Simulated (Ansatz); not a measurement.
Gas-phase reaction in SMILES: N(B(C)C)C [N-dimethylboranylmethanamine] -> CB(C)N[CH2] + H atom (the C-H bond breaks)

Wanted: bond dissociation energy (electronic), in kcal/mol. Terms: no dispersion term unless named; frozen cores in correlated levels; spin-orbit terms left out; 6-31G* and kin with 6d, 5d where marked; UHF or UKS for open shells; non-relativistic. CBS(X,Y): correlation extrapolated as X^-3; Hartree-Fock from the larger set. Ab initio and DFT rows: single points at B3LYP-D3(BJ) geometries (Ansatz, an electronic-structure program).

```csv
species,coefficient,"E at MP2/6-31G* (Ansatz), Eh","E at B3LYP/def2-TZVPD (Ansatz), Eh"
CNB(C)C,-1,-199.24481,-200.08861
[CH2]NB(C)C,+1,-198.59775,-199.43300
H atom,+1,-0.49823,-0.50215
```

Coupled cluster (Ansatz) is a level with limits of its own, used here on species with T1 under 0.025 (0.045 for open shells) and stable references: CCSD(T)/CBS(cc-pVTZ,cc-pVQZ). Value to compare with, CCSD(T)/CBS(cc-pVTZ,cc-pVQZ) (Ansatz): 100.4 kcal/mol. 1 Eh = 627.5095 kcal/mol.

Task: Compute it at each level from the table, and compare with CCSD(T)/CBS(cc-pVTZ,cc-pVQZ) (Ansatz).

Result: 
- MP2/6-31G*: the sum of coefficient times E is 0.14883 Eh, or 93.39 kcal/mol. Result: 93.4 kcal/mol. Its difference against CCSD(T)/CBS(cc-pVTZ,cc-pVQZ) (Ansatz) is -7.0 kcal/mol.
- B3LYP/def2-TZVPD: the sum of coefficient times E is 0.15346 Eh, or 96.30 kcal/mol. Result: 96.3 kcal/mol. Its difference against CCSD(T)/CBS(cc-pVTZ,cc-pVQZ) (Ansatz) is -4.1 kcal/mol.
